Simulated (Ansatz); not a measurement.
System: 1H-pyrrol-2-ylsilane, C4H7NSi, net charge 0, singlet state. 
Structure (B3LYP-D3(BJ)/def2-TZVP (Ansatz, a first-principles code) minimum search):
```xyz
13

Si     2.0554     0.0451     0.0109
C      0.2088    -0.0378     0.0271
C     -0.6119    -0.9965     0.5999
C     -1.9600    -0.6384     0.3549
C     -1.9425     0.5341    -0.3641
N     -0.6371     0.8866    -0.5558
H      2.5536     1.2848     0.6593
H      2.5917     0.0375    -1.3739
H      2.5657    -1.1336     0.7436
H     -0.2663    -1.8637     1.1383
H     -2.8409    -1.1739     0.6669
H     -2.7476     1.1366    -0.7488
H     -0.3379     1.7063    -1.0531
```
Charge 0, spin multiplicity 1.

Property: atomisation energy (electronic, to ground-state atoms), in kcal/mol. Cores are frozen in the correlated levels unless marked. UHF or UKS for open shells. No spin-orbit coupling. No relativistic terms. The coupled-cluster limit lacks core correlation, which all-electron functionals hold. Basis-set limits of correlation are two-point, X^-3; Hartree-Fock from the larger set. [CCSD(T)-MP2]/basis is that difference in the basis named.

```csv
level,program,atomisation energy (kcal/mol),minus last row
HF/6-31G*,Ansatz,917.3,-364.4
HF/cc-pV(D+d)Z,Ansatz,910.2,-371.5
HF/cc-pV(T+d)Z,Ansatz,927.5,-354.2
SVWN5/def2-TZVPD,Ansatz,1480.3,198.6
PBE/def2-TZVPD,Ansatz,1315.6,33.9
BLYP-D3(BJ)/def2-TZVPD,Ansatz + dftd3,1286.7,5.0
revPBE-D4/def2-TZVPD,Ansatz + dftd4,1291.9,10.2
B3LYP-D4/def2-TZVPD,Ansatz + dftd4,1287.9,6.2
PBE0-D3(BJ)/def2-TZVP,Ansatz + dftd3,1298.1,16.4
BHLYP-D3(BJ)/def2-TZVPD,Ansatz + dftd3,1249.8,-31.9
CAM-B3LYP/def2-TZVPD,Ansatz,1285.0,3.3
LC-wPBE/def2-TZVPD,Ansatz,1285.4,3.7
wB97X/def2-TZVPD,Ansatz,1285.1,3.4
B2GP-PLYP/def2-TZVPD,Ansatz,1268.2,-13.5
PBE-QIDH/def2-TZVPD,Ansatz,1280.9,-0.8
"RI-MP2/CBS(aug-cc-pV(T+d)Z,aug-cc-pV(Q+d)Z)",Ansatz,1311.1,29.4
CCSD/aug-cc-pV(D+d)Z,Ansatz,1169.8,-111.9
CCSD(T)/STO-3G,Ansatz,1304.2,22.5
CCSD(T)/cc-pV(D+d)Z,Ansatz,1179.7,-102.0
"RI-MP2/CBS(cc-pV(T+d)Z,cc-pV(Q+d)Z)+[CCSD(T)-MP2]/cc-pV(T+d)Z",Ansatz,1282.2,0.5
"CCSD(T)/CBS(cc-pV(T+d)Z,cc-pV(Q+d)Z)",Ansatz,1281.7,0.0
```
